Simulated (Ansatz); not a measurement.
Total energies of C3H13N3OTi (`C[NH][Ti]([OH])([NH]C)[NH]C`).

```xyz
21

C     1.0648   -2.9804   -0.2555
N     0.8728   -1.7334    0.4471
Ti   -0.4204   -0.4215    0.0341
O    -1.9598   -1.1778   -0.5666
N    -0.7502    0.6424    1.5632
C    -0.0881    1.8246    2.0598
N     0.4109    0.7208   -1.2221
C    -0.2144    1.8715   -1.8293
H     0.4062   -3.0226   -1.1271
H     0.8316   -3.8543    0.3658
H     2.0935   -3.0941   -0.6221
H     1.4205   -1.6806    1.2952
H    -2.5641   -1.0937   -1.3011
H    -1.5613    0.4019    2.1215
H     0.7308    2.0938    1.3898
H     0.3422    1.6728    3.0586
H    -0.7626    2.6887    2.1199
H     1.3479    0.5587   -1.5620
H     0.3550    2.7944   -1.6586
H    -1.2073    2.0299   -1.3971
H    -0.3482    1.7589   -2.9134
```

Charge 0, multiplicity 1. Correlated methods include outer-core shells of Ti, which these sets cover unevenly. Scalar relativity is left out up to krypton. Geometry: relaxed with PBE0-D4/def2-TZVP. It is one conformer, not always the lowest. Basis def2-TZVPP, Ansatz.

RPA on PBE orbitals: Hartree–Fock energy of these orbitals -1207.89877 Eh, correlation -2.97660 Eh (frozen core).

```
             functional                                  kind  energy without D4 (Eh)  D4 term (kJ/mol)
            LDA (SPW92)                                   LDA             -1206.33100                 –
                    PBE                                   GGA             -1210.71979             -49.5
                   BLYP                                   GGA             -1211.28120            -104.5
                 r2SCAN                              meta-GGA             -1211.15262             -14.0
                 B97M-V                    meta-GGA with VV10             -1211.11655                 –
                  B3LYP                   global hybrid, 20 %             -1211.40748             -78.0
                r2SCAN0                 meta-GGA hybrid, 25 %             -1211.06196             -16.2
HSE06 (plane-wave form)                       screened hybrid             -1210.71927             -40.0
                  BHLYP                   global hybrid, 50 %             -1211.10675             -59.8
              CAM-B3LYP                range-separated hybrid             -1211.23545             -43.6
                LC-ωPBE           long-range corrected hybrid             -1210.96625                 –
                ωB97X-V  range-separated hybrid GGA with VV10             -1211.13065                 –
                 B2PLYP                         double hybrid             -1210.92028                 –
               PBE-QIDH                         double hybrid             -1210.58403                 –
```

Task: Give the same for revPBE, PBE0, r2SCANh, ωB97M-V. (An estimate is asked.)

Result: Computed: 
| functional | kind | energy without D4 (Eh) | D4 term (kJ/mol) |
| --- | --- | --- | --- |
| revPBE | GGA | -1211.17244 | -142.6 |
| PBE0 | global hybrid, 25 % exact exchange | -1210.74695 | -42.7 |
| r2SCANh | meta-GGA hybrid, 10 % | -1211.11493 | -14.8 |
| ωB97M-V | range-separated hybrid meta-GGA with VV10 | -1211.14424 | – |

B3LYP takes the VWN-RPA correlation (the form of Gaussian; ORCA's B3LYP/G). HSE06 is the plane-wave form, built on full-range PBE exchange. The double hybrids freeze the cores in their second-order part.

LC-ωPBE has ω = 0.4 bohr⁻¹.
